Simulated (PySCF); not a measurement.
Ga(H)(Me)(OH), SMILES [CH3][GaH][OH] (CH₅GaO), CAM-B3LYP/def2-SVP optimised geometry.

```
8

Ga    -0.35    -0.24     0.00
H     -1.35    -1.44     0.00
C      1.60    -0.24     0.00
H      1.97     0.31     0.88
H      1.97     0.30    -0.89
H      2.03    -1.25     0.01
O     -1.07     1.40     0.00
H     -2.03     1.44     0.00
```

Density from CAM-B3LYP/def2-TZVP (PySCF) at that geometry.

Minimum of the electron density along straight lines between bonded atoms, close to the bond critical point (lines longer than 1.1 times the sum of covalent radii, or with two minima, are not listed):

```
bond    length / Å  ρ at the minimum / e bohr⁻³  ∇²ρ there / e bohr⁻⁵  position (fraction from the first atom)
------  ----------  ---------------------------  --------------------  ---------------------------------------
Ga1–H2       1.567                        0.115                  0.15                                     0.60
Ga1–C3       1.951                        0.118                   [?]                                     0.48
C3–H4        1.101                        0.267                 -0.88                                     0.64
C3–H5        1.101                        0.267                 -0.88                                     0.64
C3–H6        1.098                        0.270                 -0.89                                     0.64
Ga1–O7       1.785                        0.134                   [?]                                     0.48
O7–H8        0.963                        0.356                   [?]                                     0.80
```

### Question
Fill in the missing entries.

### Answer

- Ga1–C3, ∇²ρ there / e bohr⁻⁵: 0.20
- Ga1–O7, ∇²ρ there / e bohr⁻⁵: 0.74
- O7–H8, ∇²ρ there / e bohr⁻⁵: -2.37
